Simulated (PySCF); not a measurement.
Isomers C$_{6}$H$_{7}$F:

A. `C=C/C=C/C(=C)F`
B. `C=C[C@]1(F)CC1=C`
C. SMILES C(C=C)(=C)C(=C)F
D. `InChI=1S/C6H7F/c7-6-2-1-4-3-5(4)6/h2,4-5H,1,3H2/t4-,5+/m1/s1`

Spectrum 1. 13C{1H} NMR (computed): δ 178.5 (C), 104.4 (CH), 34.0 (CH2), 24.1 (CH), 18.6 (CH2), 17.2 (CH).

Spectrum 2. 13C{1H} NMR (computed): δ 145.0 (C), 143.7 (CH), 119.4 (CH2), 115.9 (CH2), 80.3 (C), 21.6 (CH2).

Spectrum 3. 13C{1H} NMR (computed): δ 173.6 (C), 144.3 (CH), 140.6 (CH), 130.9 (CH), 129.3 (CH2), 101.2 (CH2).

Spectrum 4. 13C{1H} NMR (computed): δ 172.9 (C), 147.2 (C), 144.4 (CH), 127.2 (CH2), 124.3 (CH2), 101.3 (CH2).

PySCF calculation with structure optimised with GFN2-xTB and NMR shieldings at PBE0/pcSseg-1/GIAO; one averaged value for each set of equivalent atoms, no solvent, one computed conformer, non-relativistic Hamiltonian.

Referencing at the same level of theory: 13C against TMS. Splittings of carbon signals by F and P are missing where no couplings were computed. Shifts are as computed. Against solution values, carbons near 30 ppm lie about +3 ppm off and those near 130 ppm about +5 ppm. Of 1211 compounds with measured shifts, 218 miss one by over three times the rms of a fit or turn the order of signals round; such compounds aren't used in these exercises.

Which spectrum belongs to which compound?

Results:

1–D, 2–B, 3–A, 4–C.

- Spectrum 1 (D): 6 13C signals; δC 104.4 is an alkene CH; δC 34.0 is an allylic sp3 CH2.
- Spectrum 2 (B): 6 13C signals; δC 145.0 is a fully substituted alkene carbon; δC 143.7 is an alkene CH.
- Spectrum 3 (A): 6 13C signals; δC 144.3 is an alkene CH; δC 140.6 is an alkene CH.
- Spectrum 4 (C): 6 13C signals; δC 147.2 is a fully substituted alkene carbon; δC 144.4 is an alkene CH.
